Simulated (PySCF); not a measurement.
Mapped SMILES: `[CH:1]#[C:2][C:3]#[C:4][B:5]([OH:6])[OH:7]` (H(Xn): hydrogen on atom n).

Geometry: PBE0-D3(BJ)/def2-SVP; GIAO shifts from PySCF 2.14.0 with density-fitted response routines, gas phase, non-relativistic, averaged over equivalent atoms.

At LDA/pcSseg-2 (294 basis functions, 61 s wall time on 1 thread of an Arm Neoverse N1, shared host):
| atoms | δ (ppm) |
| --- | --- |
| C3 | 95.0 |
| C4 | 84.1 |
| C1 | 78.5 |
| C2 | 78.4 |
| B5 | 18.8 |
| O6/O7 | 161.5 |
| H(O6)/H(O7) | 4.48 |
| H(C1) | 1.56 |

References, each an isolated molecule treated in the same way: TMS for ¹³C (σ = 180.28 ppm), ¹H (σ = 30.77 ppm); ¹¹B (σ = 90.97 ppm) vs BF3·OEt2; ¹⁷O (σ = 334.37 ppm) vs H2O.

**Question.** Predict the values at BLYP/pcSseg-2 on the same geometry.

**Answer.** 
| atoms | δ at BLYP/pcSseg-2 | change |
| --- | --- | --- |
| C3 | 87.6 | -7.4 |
| C4 | 76.2 | -7.9 |
| C1 | 68.7 | -9.8 |
| C2 | 70.9 | -7.5 |
| B5 | 18.3 | -0.5 |
| O6/O7 | 147.9 | -13.6 |
| H(O6)/H(O7) | 4.09 | -0.39 |
| H(C1) | 1.62 | +0.06 |

Referencing at the same level of theory: ¹³C (σref 175.01) and ¹H (σref 31.38) against TMS; ¹¹B (σref 91.12) vs BF3·OEt2; H2O for ¹⁷O (σref 325.17).

The largest change is at O6/O7 (oxygen bonded to B, H). Cost: 294 basis functions, 76 s wall time on 1 thread of an Arm Neoverse N1, shared host. The order of the carbon signals changes between the two levels.

A carbon bonded to boron is broadened by the quadrupolar boron nucleus and is often missing from a measured spectrum. Experimental scales use liquid or dissolved standards, which lie at an offset from isolated H2O (liquid H2O: subtract about 36 ppm).
